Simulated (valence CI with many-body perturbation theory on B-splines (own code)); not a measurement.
## Lu⁴⁸⁺: E2, M1 decay

Computed by relativistic CI+MBPT: five valence electrons over a frozen Dirac-Fock core [Ar], a basis of 7 s, 7 p, 8 d, 6 f, 4 g, 1 h functions for each j, with the one-electron correlation potential Σ1, the two-electron term Σ2, the three-electron term Σ3, Breit, model QED; selected CI, second order for the rest, scaled by the run's own slope (own B-spline code, finite nucleus).

No measured spectrum was set against this ion. As an estimate, large intervals hold to a few tenths of a per cent, small ones and those within an open d or f shell to about a per cent. Excitations out of the core, of the other parity, are not computed and may begin above about 235 eV (a cautious bound); beyond it only levels of the ground parity were kept, without lifetimes. Only levels of the ground parity were solved; by the run's estimate the other parity begins above the list, which can be wrong where configurations are misplaced.

Lines 51 to 100 of 120 in falling wavelength, among levels below 1893000 cm⁻¹, chosen from the decays that carry over 1 % of a level's rate. Wavelengths and rates use the calculated energies. Electric multipoles are in the length gauge, E1 and E2 with the static RPA response of the core. Weak lines are less certain than strong ones. Lines between different terms over intervals too small for the method are left out, as are lines whose strength nearly cancels. The highest levels of a list are the least certain.

Levels are named by their leading jj configuration (3d3/2^4 stands for four electrons in 3d with j = 3/2), which in mixed levels can hold well under half, so a name can repeat and another be missing. Letters in brackets count levels of one name in rising energy.

| λ vac (nm) | Upper | Lower | Type | A (s⁻¹) | Branch % |
| --- | --- | --- | --- | --- | --- |
| 21.86 | (3d3/2^2 3d5/2^3) J=5/2 [a] | (3d3/2^3 3d5/2^2) J=5/2 [a] | M1 | 3.60e+06 | 90.9 |
| 21.55 | (3d3/2^2 3d5/2^3) J=13/2 | (3d3/2^3 3d5/2^2) J=11/2 | M1 | 2.82e+05 | 99.8 |
| 21.53 | (3d3/2^3 3d5/2^2) J=7/2 [a] | (3d3/2^4 3d5/2) J=5/2 | M1 | 8.63e+05 | 99.2 |
| 21.51 | (3d3/2 3d5/2^4) J=5/2 [a] | (3d3/2^2 3d5/2^3) J=7/2 [a] | M1 | 8.60e+05 | 14.4 |
| 21.48 | (3d3/2^2 3d5/2^3) J=5/2 [c] | (3d3/2^3 3d5/2^2) J=7/2 [b] | M1 | 8.42e+05 | 31.2 |
| 21.39 | (3d3/2 3d5/2^4) J=9/2 | (3d3/2^2 3d5/2^3) J=7/2 [b] | M1 | 4.06e+05 | 13.6 |
| 21.27 | (3d3/2^2 3d5/2^3) J=5/2 [d] | (3d3/2^2 3d5/2^3) J=5/2 [a] | M1 | 1.32e+05 | 7.3 |
| 21.17 | (3d3/2^2 3d5/2^3) J=1/2 [a] | (3d3/2^3 3d5/2^2) J=3/2 [a] | M1 | 1.70e+06 | 63.5 |
| 20.94 | (3d3/2^3 3d5/2^2) J=3/2 [a] | (3d3/2^4 3d5/2) J=5/2 | M1 | 2.10e+06 | 100.0 |
| 20.81 | (3d3/2 3d5/2^4) J=5/2 [b] | (3d3/2^2 3d5/2^3) J=3/2 [b] | M1 | 7.55e+05 | 22.6 |
| 20.75 | (3d3/2^2 3d5/2^3) J=3/2 [a] | (3d3/2^3 3d5/2^2) J=3/2 [a] | M1 | 1.84e+06 | 47.2 |
| 20.74 | (3d3/2 3d5/2^4) J=3/2 [a] | (3d3/2^2 3d5/2^3) J=5/2 [b] | M1 | 6.58e+05 | 12.3 |
| 20.67 | (3d3/2^2 3d5/2^3) J=3/2 [b] | (3d3/2^3 3d5/2^2) J=1/2 | M1 | 1.66e+05 | 15.9 |
| 20.59 | (3d3/2^2 3d5/2^3) J=7/2 [b] | (3d3/2^3 3d5/2^2) J=5/2 [b] | M1 | 3.96e+04 | 5.2 |
| 20.57 | (3d3/2 3d5/2^4) J=9/2 | (3d3/2^2 3d5/2^3) J=9/2 [b] | M1 | 1.19e+06 | 39.8 |
| 20.34 | (3d3/2^2 3d5/2^3) J=5/2 [b] | (3d3/2^3 3d5/2^2) J=3/2 [a] | M1 | 2.97e+05 | 14.1 |
| 20.33 | (3d3/2 3d5/2^4) J=3/2 [a] | (3d3/2^2 3d5/2^3) J=3/2 [a] | M1 | 2.16e+06 | 40.6 |
| 20.25 | (3d3/2^2 3d5/2^3) J=9/2 [b] | (3d3/2^3 3d5/2^2) J=9/2 | M1 | 1.45e+06 | 56.6 |
| 20.02 | (3d3/2 3d5/2^4) J=11/2 | (3d3/2^2 3d5/2^3) J=13/2 | M1 | 4.90e+05 | 14.5 |
| 19.95 | (3d3/2^2 3d5/2^3) J=5/2 [c] | (3d3/2^3 3d5/2^2) J=5/2 [b] | M1 | 6.01e+04 | 2.2 |
| 19.94 | (3d3/2 3d5/2^4) J=3/2 [a] | (3d3/2^2 3d5/2^3) J=1/2 [a] | M1 | 1.58e+06 | 29.6 |
| 19.81 | (3d3/2^2 3d5/2^3) J=5/2 [b] | (3d3/2^3 3d5/2^2) J=7/2 [a] | M1 | 7.06e+05 | 33.5 |
| 19.69 | (3d3/2^2 3d5/2^3) J=3/2 [b] | (3d3/2^3 3d5/2^2) J=5/2 [b] | M1 | 4.81e+05 | 46.2 |
| 19.58 | (3d3/2 3d5/2^4) J=7/2 [a] | (3d3/2^2 3d5/2^3) J=9/2 [a] | M1 | 1.49e+06 | 35.0 |
| 19.51 | (3d3/2^2 3d5/2^3) J=7/2 [b] | (3d3/2^3 3d5/2^2) J=9/2 | M1 | 4.28e+05 | 56.3 |
| 19.40 | (3d3/2^2 3d5/2^3) J=7/2 [c] | (3d3/2^3 3d5/2^2) J=7/2 [b] | M1 | 5.65e+05 | 39.5 |
| 19.38 | (3d3/2^3 3d5/2^2) J=9/2 | (3d3/2^4 3d5/2) J=5/2 | E2 | 1.04e+02 | 5.2 |
| 19.15 | (3d3/2^2 3d5/2^3) J=7/2 [a] | (3d3/2^3 3d5/2^2) J=5/2 [a] | M1 | 5.25e+05 | 24.4 |
| 19.11 | (3d3/2 3d5/2^4) J=11/2 | (3d3/2^2 3d5/2^3) J=9/2 [a] | M1 | 5.88e+05 | 17.4 |
| 18.94 | (3d3/2^2 3d5/2^3) J=1/2 [b] | (3d3/2^3 3d5/2^2) J=1/2 | M1 | 8.35e+05 | 39.2 |
| 18.88 | (3d3/2 3d5/2^4) J=5/2 [a] | (3d3/2^2 3d5/2^3) J=5/2 [a] | M1 | 4.57e+06 | 76.4 |
| 18.85 | (3d3/2 3d5/2^4) J=7/2 [a] | (3d3/2^2 3d5/2^3) J=7/2 [a] | M1 | 1.22e+06 | 28.6 |
| 18.70 | (3d3/2^2 3d5/2^3) J=9/2 [b] | (3d3/2^3 3d5/2^2) J=11/2 | M1 | 5.11e+05 | 19.9 |
| 18.56 | (3d3/2 3d5/2^4) J=11/2 | (3d3/2^2 3d5/2^3) J=11/2 | M1 | 1.98e+06 | 58.6 |
| 18.42 | (3d3/2^3 3d5/2^2) J=5/2 [b] | (3d3/2^4 3d5/2) J=5/2 | M1 | 2.25e+04 | 34.1 |
| 18.34 | (3d3/2^2 3d5/2^3) J=9/2 [b] | (3d3/2^3 3d5/2^2) J=7/2 [a] | M1 | 3.77e+05 | 14.7 |
| 18.14 | (3d3/2^2 3d5/2^3) J=7/2 [c] | (3d3/2^3 3d5/2^2) J=5/2 [b] | M1 | 2.70e+05 | 18.9 |
| 17.79 | (3d3/2 3d5/2^4) J=5/2 [b] | (3d3/2^2 3d5/2^3) J=5/2 [b] | M1 | 9.52e+05 | 28.5 |
| 17.73 | (3d3/2^2 3d5/2^3) J=7/2 [b] | (3d3/2^3 3d5/2^2) J=7/2 [a] | M1 | 3.58e+04 | 4.7 |
| 17.65 | (3d3/2^2 3d5/2^3) J=5/2 [c] | (3d3/2^3 3d5/2^2) J=3/2 [a] | M1 | 4.43e+05 | 16.4 |
| 17.64 | (3d3/2^3 3d5/2^2) J=1/2 | (3d3/2^4 3d5/2) J=5/2 | E2 | 3.71e+02 | 2.2 |
| 17.49 | (3d3/2 3d5/2^4) J=5/2 [b] | (3d3/2^2 3d5/2^3) J=3/2 [a] | M1 | 2.71e+05 | 8.1 |
| 17.45 | (3d3/2^2 3d5/2^3) J=3/2 [b] | (3d3/2^3 3d5/2^2) J=3/2 [a] | M1 | 3.07e+05 | 29.5 |
| 17.30 | (3d3/2^2 3d5/2^3) J=3/2 [c] | (3d3/2^3 3d5/2^2) J=3/2 [b] | M1 | 3.66e+05 | 42.7 |
| 17.30 | (3d3/2^2 3d5/2^3) J=7/2 [c] | (3d3/2^3 3d5/2^2) J=9/2 | M1 | 5.63e+05 | 39.3 |
| 17.28 | (3d3/2^3 3d5/2^2) J=7/2 [b] | (3d3/2^4 3d5/2) J=5/2 | M1 | 6.83e+04 | 94.5 |
| 17.25 | (3d3/2^2 3d5/2^3) J=5/2 [c] | (3d3/2^3 3d5/2^2) J=7/2 [a] | M1 | 8.92e+05 | 33.0 |
| 17.23 | (3d3/2 3d5/2^4) J=9/2 | (3d3/2^2 3d5/2^3) J=9/2 [a] | M1 | 4.88e+04 | 1.6 |
| 17.17 | (3d3/2^2 3d5/2^3) J=9/2 [c] | (3d3/2^3 3d5/2^2) J=7/2 [b] | M1 | 6.21e+05 | 75.5 |
| 17.07 | (3d3/2^2 3d5/2^3) J=3/2 [a] | (3d3/2^3 3d5/2^2) J=5/2 [a] | M1 | 1.15e+06 | 29.4 |
